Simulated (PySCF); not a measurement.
## Working with the constants of GeSe

RHF-CCSD(T) constants of GeSe, ¹Σ⁺ (singlet), closed shell (PySCF, spin-free X2C with a Gaussian nucleus, basis sets Ge x2c-TZVPPall, Se x2c-TZVPPall; masses 73.9212 and 79.9165 u):

* ωe: 404.9 cm⁻¹
* ωexe: 0.835 cm⁻¹
* Be: 0.095241 cm⁻¹
* αe: 0.000275 cm⁻¹
* De to Ge + Se: 5.04 eV

Q: What force constant and bond length do these constants imply?

A: Reduced mass μred = 38.401 u; k = 5.8918×10⁻⁷·μred·ωe² (u, cm⁻¹, mdyn/Å) = 3.71 mdyn/Å; Re = √(16.8576/(μred·Be)) (u, cm⁻¹, Å) = 2.147 Å.

Q: Estimate the centrifugal constant D from the Kratzer relation and find the Dunham coefficient a1.

A: D = 4Be³/ωe² = 2.11e-08 cm⁻¹; a1 = −1 − αeωe/(6Be²) = -3.05.

Measured values (Huber and Herzberg, Constants of Diatomic Molecules (1979)): ωe = 408.7 cm⁻¹, ωexe = 1.36 cm⁻¹, Be = 0.096340508 cm⁻¹, αe = 0.00028904 cm⁻¹.

Correlated steps freeze 18 core orbitals. Where the molecule has an RHF reference, its open-shell atoms are computed with UHF.
